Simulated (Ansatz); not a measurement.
Input for Ansatz (a first-principles code): R-B3LYP/cc-pVTZ on hydrogen selenide (SMILES [SeH2]), a point of a bond scan (R = 1.470 Å).

Ansatz 0.2 input:
```yaml
crystal:
  periodic: [false, false, false]
  atoms:
    - {symbol: Se, position_ang: [0.00006887, 0.05705775, 0.00248776]}
    - {symbol: H, position_ang: [-1.05250942, -0.96889136, -0.03819612]}
    - {symbol: H, position_ang: [1.05016787, -0.97107215, -0.04638768]}
basis:
  gaussian:
    orbitals: cc-pVTZ
    pivot_positions_ang: [[0.00006887, 0.05705775, 0.00248776], [-1.05250942, -0.96889136, -0.03819612], [1.05016787, -0.97107215, -0.04638768]]
hamiltonian:
  xc: {name: B3LYP}
scf: {lower_state_search: off}
output: {orbitals: {seedname: ./end}}
```

**Question.** Predict the final total energy.

**Answer.** -2402.8342 hartree.
